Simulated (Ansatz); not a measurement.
Cartesian coordinates in Å:
```
C 1.7349 0.4720 -1.1239
In -0.0175 -0.0697 -0.0046
C -1.2704 1.0825 1.3068
N -0.5853 -1.9967 -0.2221
H 2.5138 0.8440 -0.4560
H 1.4998 1.2625 -1.8389
H 2.1197 -0.3910 -1.6678
H -1.8588 1.7983 0.7293
H -1.9533 0.4282 1.8498
H -0.6690 1.6424 2.0247
H -0.1231 -2.6644 -0.8168
H -1.3908 -2.4081 0.2196
```

The species carries charge 0 and has multiplicity 1. In: def2 effective core potential.

List the PBE0/def2-TZVPP orbital energies in eV (Ansatz). (Best estimate.)

Computed: Occupied: -390.04, -277.64, -277.64, -127.41, -83.93, -83.60, -83.59, -22.59, -20.78, -20.53, -20.42, -20.41, -20.14, -18.56, -18.49, -12.56, -11.34, -11.00, -10.96, -10.89, -10.84, -8.22, -7.28, -6.55. Lowest empty: -0.33, 0.05, 0.77, 0.94, 2.01, 2.55, 3.08, 3.14.
